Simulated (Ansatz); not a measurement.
Relaxation of AlBClF$_{2}$H$_{3}$O (9 atoms, charge 0, multiplicity 1), to a largest force component of 0.03 eV/Å in at most 50 steps.

Level of theory: RKS PBE0-D4/6-31G* (Ansatz).

```xyz
9
Properties=species:S:1:pos:R:3:forces:R:3
B 0.093 0.180 -0.051 -0.09 -0.40 0.11
F -0.589 0.374 1.059 0.00 0.28 -0.10
F 1.357 0.487 -0.134 0.04 0.02 0.03
Cl -0.781 -0.310 -1.524 0.03 0.01 0.02
O 0.001 -2.223 0.930 -0.27 0.73 0.39
Al -0.985 -2.888 -0.337 -0.06 0.09 0.04
H -0.208 -3.740 -1.420 0.00 0.01 -0.02
H -2.564 -2.771 -0.182 0.00 -0.06 -0.01
H -0.454 -1.678 1.607 0.36 -0.67 -0.46
```

Question: Where does it end, and by what steps?

Answer: The forces met the threshold. After 30 steps the energy has fallen by 1.441 eV; Cl4 moved furthest, 1.13 Å. Parted: B1–Cl4 (1.78 → 3.40 Å). Joined: B1–O5 (2.60 → 1.39 Å).

```
step  energy less start (eV)  largest force component (eV/Å)  accepted
   0                  0.0000                           0.731       yes
   2                 -0.3290                           1.939       yes
   4                 -0.6352                           5.986        no
   6                 -1.2920                           0.390       yes
   8                 -1.3101                           0.166        no
  10                 -1.3221                           0.076       yes
  12                 -1.3285                           0.225       yes
  14                 -1.3348                           0.176       yes
  16                 -1.3385                           0.203       yes
  18                 -1.3668                           0.415       yes
  20                 -1.3805                           0.578        no
  22                 -1.4275                           0.223       yes
  24                 -1.4354                           0.319       yes
  26                 -1.4392                           0.105       yes
  28                 -1.4405                           0.034       yes
  30                 -1.4408                           0.028       yes
```

```xyz
9
Properties=species:S:1:pos:R:3
B 0.400 -0.280 0.647
F 0.199 0.701 1.495
F 1.318 -0.231 -0.276
Cl -1.651 -0.845 -2.003
O -0.352 -1.442 0.767
Al -1.050 -2.543 -0.833
H 0.245 -3.304 -1.336
H -2.221 -3.220 0.010
H -1.016 -1.406 1.474
```

The run took 120 s on 2 threads of Arm Neoverse V1, with other jobs on the host, peak memory 0.23 GiB.
